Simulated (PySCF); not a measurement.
## Working out the excitation energy of Se

Se [Ar] 3d10 4s2 4p4 (3P) → Se [Ar] 3d10 4s1 4p5 (3P). Calculation: PySCF 2.14, in ANO-RCC-VTZP; scalar relativity by spin-free X2C-1e. Frozen: [Ne]. Energies in hartree (1 hartree = 27.21139 eV):

```csv
part,Se (lower),Se (upper)
UHF,-2428.070827,-2427.639488
CCSD correlation,-0.191627,-0.251558
(T),-0.006874,-0.023335
```

Q: What does Hartree-Fock give?

A: (-2427.639488) − (-2428.070827) = 0.431339 hartree = 11.737 eV.

Q: What do CCSD and CCSD(T) give?

A: The CCSD correlation energies differ by -0.059931 hartree = -1.631 eV and the triples by -0.016461 hartree = -0.448 eV, so CCSD gives 10.106 eV and CCSD(T) 9.658 eV.

The coupled-cluster amplitudes are large, so a single reference is strained.
